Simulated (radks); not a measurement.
Values are calculated unless marked as measured or tabulated.
Ionisation of the lutetium ion Lu3+, [Xe] 4f14, to Lu4+, [Xe] 4f13, under several functionals. Scalar-relativistic Kohn-Sham, spin-polarised, spherical densities, finite nucleus; open shells are filled with parallel spins first (spin-orbit coupling, left out, can overturn this in heavy ions); a radial shooting solver on a logarithmic mesh with Libxc functionals.

| functional | E(Lu3+) (hartree) | Exc (hartree) | IE (eV) | -e(HOMO) (eV) | <r> HOMO (bohr) | IE error (eV) |
|---|---|---|---|---|---|---|
| r2SCAN | -14561.5325 | -300.0260 | 46.430 | 36.143 | 0.7142 | +1.181 |
| LDA (Slater exchange, Perdew-Wang correlation) | -14551.1365 | -290.6253 | 46.882 | 36.574 | 0.7161 | +1.633 |
| LDA (Slater exchange, Perdew-Zunger correlation) | -14551.1406 | -290.6299 | 46.882 | 36.570 | 0.7161 | +1.633 |
| revPBE | -14560.3230 | -299.8185 | 46.426 | 36.133 | 0.7164 | +1.177 |
| AM05 | -14551.5078 | -291.0066 | 46.617 | 36.307 | 0.7160 | +1.368 |
| HCTH/407 | -14568.6463 | -308.5344 | 47.740 | 37.332 | 0.7099 | +2.491 |
| OLYP | -14565.3061 | -305.0214 | 47.023 | 36.669 | 0.7131 | +1.774 |
| PBE | -14559.9788 | -299.4688 | 46.499 | 36.208 | 0.7164 | +1.250 |

NIST Atomic Spectra Database: 45.25 eV (semi-empirical). Closest: revPBE. The Delta-SCF values span 1.31 eV, the total energies 17.51 hartree. The highest occupied level is 4f. Open shells are spherical and high-spin; term and fine-structure splittings are not resolved. Spin-orbit splitting is averaged out at the scalar-relativistic level.
